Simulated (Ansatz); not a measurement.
Ansatz (an electronic-structure program) input (B3LYP-D3(BJ)/def2-TZVP):

Ansatz 0.2 input:
```yaml
crystal:
  periodic: [false, false, false]
  atoms:
    - {symbol: Zn, position_ang: [-0.00294470, 0.00769549, -0.00165858]}
    - {symbol: Cl, position_ang: [1.56740971, 0.42783610, -1.52048608]}
    - {symbol: Cl, position_ang: [-1.56986860, -0.41882741, 1.51897750]}
basis:
  gaussian:
    orbitals: def2-TZVP
hamiltonian:
  xc: b3lyp
  dispersion: d3bj
total_charge: 1
magnetization: {spin_polarized: true, initial_magnetization: 1}
relax: {f_tol: 0.002, max_steps: 150}
```

Output:

```
Functional definition: B3LYP
integrals: 0.07 GiB planned
922 factors; integrals over basis functions are off by at most 2.1e-4 eV
mean field: 0.87 GiB planned
mean field evaluation 1: about -73453.4490 eV, gradient 4.3e1 eV
mean field evaluation 2: about -73439.0129 eV, gradient 9.1e1 eV
mean field evaluation 4: about -73459.6922 eV, gradient 3.1e0 eV
mean field evaluation 8: about -73459.7095 eV, gradient 2.4e-2 eV
mean field evaluation 16: about -73459.7774 eV, gradient 6.2e-5 eV
mean field evaluation 32: about -73459.7766 eV, gradient 1.5e-1 eV
mean field evaluation 64: about -73459.7774 eV, gradient 3.2e-6 eV
mean field evaluation 96: about -73459.7273 eV, gradient 2.9e0 eV
mean field -73459.77735368 eV, -2699.5970249221 hartree, gradient 3.9e-9 eV, S^2 0.756556; 10 other end points of the search recorded, 0 dependent functions left out
the calculation of the forces begins
reference -73459.77759184 eV, -2699.5970336746 hartree; 32, 31 occupied and 90, 91 virtual orbitals, 922 factors
relax step   1: F+E_penalty+E_count = -73459.90162008 eV  Δ(F+E_penalty+E_count) = +0.000e0 eV  max|allowed force component| = 7.008e-1 eV/Å  Δτ_max = 0.0000 Å  (795 SCF iters, accepted)
these checks for a lower state are left out or cut short: starts, cluster_reference, orbital_swaps, neighbouring_geometries, increment
integrals: 0.07 GiB planned
922 factors; integrals over basis functions are off by at most 2.0e-4 eV
mean field: 0.87 GiB planned
mean field evaluation 128: about -73459.8616 eV, gradient 1.2e-3 eV
mean field -73459.86156662 eV, -2699.6001196907 hartree, gradient 8.6e-6 eV, S^2 0.756573; 0 other end points of the search recorded, 0 dependent functions left out
the calculation of the forces begins
reference -73459.86180249 eV, -2699.6001283588 hartree; 32, 31 occupied and 90, 91 virtual orbitals, 922 factors
relax step   2: F+E_penalty+E_count = -73459.98808459 eV  Δ(F+E_penalty+E_count) = -8.646e-2 eV  max|allowed force component| = 3.051e-1 eV/Å  Δτ_max = 0.0596 Å  (77 SCF iters, accepted)
these checks for a lower state are left out or cut short: starts, cluster_reference, orbital_swaps, neighbouring_geometries, increment
integrals: 0.07 GiB planned
922 factors; integrals over basis functions are off by at most 2.4e-4 eV
mean field: 0.87 GiB planned
mean field -73459.87558990 eV, -2699.6006350367 hartree, gradient 8.1e-6 eV, S^2 0.756581; 0 other end points of the search recorded, 0 dependent functions left out
the calculation of the forces begins
reference -73459.87582416 eV, -2699.6006436456 hartree; 32, 31 occupied and 90, 91 virtual orbitals, 922 factors
relax step   3: F+E_penalty+E_count = -73460.00387805 eV  Δ(F+E_penalty+E_count) = -1.579e-2 eV  max|allowed force component| = 5.879e-2 eV/Å  Δτ_max = 0.0432 Å  (93 SCF iters, accepted)
these checks for a lower state are left out or cut short: starts, cluster_reference, orbital_swaps, neighbouring_geometries, increment
integrals: 0.07 GiB planned
922 factors; integrals over basis functions are off by at most 2.3e-4 eV
mean field: 0.87 GiB planned
mean field -73459.87639040 eV, -2699.6006644546 hartree, gradient 5.2e-6 eV, S^2 0.756580; 0 other end points of the search recorded, 0 dependent functions left out
the calculation of the forces begins
reference -73459.87662490 eV, -2699.6006730722 hartree; 32, 31 occupied and 90, 91 virtual orbitals, 922 factors
relax step   4: F+E_penalty+E_count = -73460.00440733 eV  Δ(F+E_penalty+E_count) = -5.293e-4 eV  max|allowed force component| = 7.364e-4 eV/Å  Δτ_max = 0.0064 Å  (115 SCF iters, accepted)
integrals: 0.07 GiB planned
922 factors; integrals over basis functions are off by at most 2.3e-4 eV
mean field: 0.87 GiB planned
mean field evaluation 160: about -73459.8750 eV, gradient 4.4e-1 eV
mean field evaluation 192: about -73459.8675 eV, gradient 1.2e0 eV
mean field evaluation 224: about -73458.9250 eV, gradient 7.0e0 eV
mean field -73459.87639040 eV, -2699.6006644546 hartree, gradient 5.2e-6 eV, S^2 0.756580; 6 other end points of the search recorded, 0 dependent functions left out
the calculation of the forces begins
reference -73459.87662490 eV, -2699.6006730722 hartree; 32, 31 occupied and 90, 91 virtual orbitals, 922 factors
Total energy: -73460.00464183 eV, -2699.6053776078 hartree
Atom 0 at    -0.002157     0.006226    -0.001240 Å, force     0.000406    -0.000736     0.000201 eV/Å
Atom 1 at     1.499077     0.410236    -1.454875 Å, force    -0.000375     0.000322     0.000067 eV/Å
Atom 2 at    -1.502324    -0.399758     1.452948 Å, force    -0.000030     0.000415    -0.000268 eV/Å
Dipole moment:    -0.000226     0.000420    -0.000118 e Å
```

The spin state was set by rule; other spins were not relaxed.
